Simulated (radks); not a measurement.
The numbers below are computed, except where a source is named.
Spherical quantum dot in the effective-mass picture: electrons in a hard-walled sphere of radius 4.72, all in effective atomic units (hartree* = m*/eps^2 hartree, bohr* = eps/m* bohr), one dielectric constant everywhere. Level of theory: non-relativistic Kohn-Sham, LDA (Slater exchange, Perdew-Wang correlation), spin-polarised, spherical densities (a radial shooting solver with Libxc functionals). Levels are named by radial order and angular momentum (1s, 1p, 1d, 2s, ...), and open shells are averaged over m.

N = 15, configuration 1s2 1p6 1d(up 5, down 2). This is the lowest configuration that the search found. Occupied and some empty levels:

| level | occupation | eigenvalue (hartree*) | <r> (bohr*) |
|---|---|---|---|
| 1s up | 1 | 4.2033 | 3.141 |
| 1s down | 1 | 4.2364 | 3.129 |
| 1p up | 3 | 4.3241 | 3.271 |
| 1p down | 3 | 4.3586 | 3.266 |
| 1d up | 5 | 4.5312 | 3.382 |
| 1d down | 2 | 4.5666 | 3.380 |
| 1f up | 0 | 4.8131 | 3.475 |
| 1f down | 0 | 4.8489 | 3.474 |
| 2s up | 0 | 5.0075 | 2.133 |
| 2s down | 0 | 5.0231 | 2.129 |
| 2p up | 0 | 5.3931 | 2.483 |
| 2p down | 0 | 5.4136 | 2.478 |

Energy (hartree*): total 36.4446, kinetic 9.9092, external 0, Hartree 31.282, exchange-correlation -4.7467.
